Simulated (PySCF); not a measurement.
# Successive ionisation energies of molybdenum

Calculated with PySCF 2.14, two-component X2C-1e (Gaussian nucleus, no Breit or QED terms), each ion in its own even-tempered basis; GMP2 freezes the deep shells of the larger ions and drops the highest virtual spinors; eV.

| ion | configuration | GHF (spin-free) | GHF (screened spin-orbit) | GMP2 (screened spin-orbit) | NIST | kind |
| --- | --- | --- | --- | --- | --- | --- |
| Mo²⁵⁺ | [Ne] 3s2 3p5 | 1327.7 | 1321.8 | 1322.8 | 1319.6 ± 1.4 | semi-empirical |
| Mo²⁶⁺ | [Ne] 3s2 3p4 | 1385.1 | 1386.7 | 1387.1 | 1385.1 ± 1.9 | semi-empirical |
| Mo²⁷⁺ | [Ne] 3s2 3p3 | 1463.6 | 1449.7 | 1449.8 | 1462 ± 6 | semi-empirical |
| Mo²⁸⁺ | [Ne] 3s2 3p2 | 1522.7 | 1532.9 | 1534.7 | 1537 ± 3 | semi-empirical |
| Mo²⁹⁺ | [Ne] 3s2 3p1 | 1583.2 | 1601.0 | 1601.4 | 1587 ± 8 | semi-empirical |
| Mo³⁰⁺ | [Ne] 3s2 | 1724.4 | 1724.4 | 1727.5 | 1730.1 ± 2.5 | semi-empirical |
| Mo³¹⁺ | [Ne] 3s1 | 1790.5 | 1790.5 | 1791.2 | 1790.93 ± 0.06 | semi-empirical |
| Mo³²⁺ | [Ne] | 4291.6 | 4255.9 | 4257.4 | 4259 ± 2.4 | semi-empirical |
| Mo³³⁺ | [He] 2s2 2p5 | 4458.6 | 4427.9 | 4429.4 | 4430 ± 7 | semi-empirical |
| Mo³⁴⁺ | [He] 2s2 2p4 | 4628.2 | 4618.5 | 4618.3 | 4618 ± 10 | semi-empirical |
| Mo³⁵⁺ | [He] 2s2 2p3 | 4857.3 | 4799.9 | 4799.2 | 4800 ± 30 | semi-empirical |
| Mo³⁶⁺ | [He] 2s2 2p2 | 5033.2 | 5094.1 | 5096.5 | 5084 ± 6 | semi-empirical |

(1) Where is the largest relative jump?

Answers

(1) From Mo³¹⁺ to Mo³²⁺: 1791.2 to 4257.4 eV, where the electron removed from [Ne] comes from a deeper shell or subshell.
